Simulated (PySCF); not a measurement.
H₃WO, broken-symmetry Ms = 1/2: data card

Method: UPBE0/[W def2-TZVP with ECP60, O def2-TZVP, H def2-TZVP], scalar-relativistic core potentials, density fitting, no spin–orbit coupling, PySCF.

The structure is a saddle point with 1 imaginary mode.

* Point group: Cs
* Bond lengths: H–H 0.791 Å, W–H 1.721 Å, W–H 2.181 Å, W–H 2.199 Å, W–O 1.692 Å
* Bond angles: H–H–W 78.3°, H–H–W 80.9°, H–W–H 20.8°, H–W–H 62.8°, H–W–H 83.6°, H–W–O 110.2°, H–W–O 166.3°, H–W–O 172.9°
* Atomisation energy without zero-point energy: 1380 kJ/mol
* Dipole moment: 3.32 D
* Principal polarisabilities: 51.3, 56.6, 60.9 bohr³
* Lowest empty level (α): -2.82 eV
* Principal quadrupole moments (Buckingham, traceless) about the centre of mass: -2.89, -0.68, 3.58 D Å
* Zero-point energy (real modes): 58.6 kJ/mol
* Highest occupied level (β): -5.56 eV
* Rotational constants: 5.696, 0.3178, 0.301 cm⁻¹
* Spin squared ⟨S²⟩: 1.727

Harmonic modes (masses in u: W 183.951, O 15.995, H 1.008):
```
symmetry  ω (cm⁻¹)  IR (km/mol)
     a''      198i            –
      a'       192         14.4
      a'       540         14.2
      a'       630          1.8
     a''       682         31.2
      a'      1033          160
      a'      1144         11.3
      a'      1950         94.8
      a'      3632          167
```

Charges (e):
```
atom  Mulliken  Löwdin  polar tensor  spin (Mulliken)  Mayer order to W1
  W1      0.45    0.23          0.80             1.38                  –
  O2     -0.45   -0.27         -0.70            -0.23               2.24
  H3     -0.10   -0.10         -0.16            -0.07               0.96
  H4      0.07    0.08          0.02            -0.06               0.18
  H5      0.03    0.06          0.04            -0.03               0.25
```
Other Mayer orders above 0.3: H–H 0.73.

Mulliken populations on W1 (electrons outside its core potential): s 2.98, p 6.38, d 4.13, f 0.06.

The determinant is spin-contaminated (⟨S²⟩ = 1.73, pure value 0.75). Other isomers or separated fragments may lie lower. Open d and f shells are described by one determinant, and the ground state may have another occupation or spin. At this level a doublet minimum of Cs symmetry lies 191 kJ/mol below this structure. Spin–orbit coupling, left out here, can matter for elements this heavy.

The final relaxation and frequency run took 74 s on 4 threads of a shared Arm Neoverse V1 host, with 89 basis functions and 25 gradients; the process peaked at 1.2 GiB. Launch command: `OMP_NUM_THREADS=4 python axn.py task.json out`.
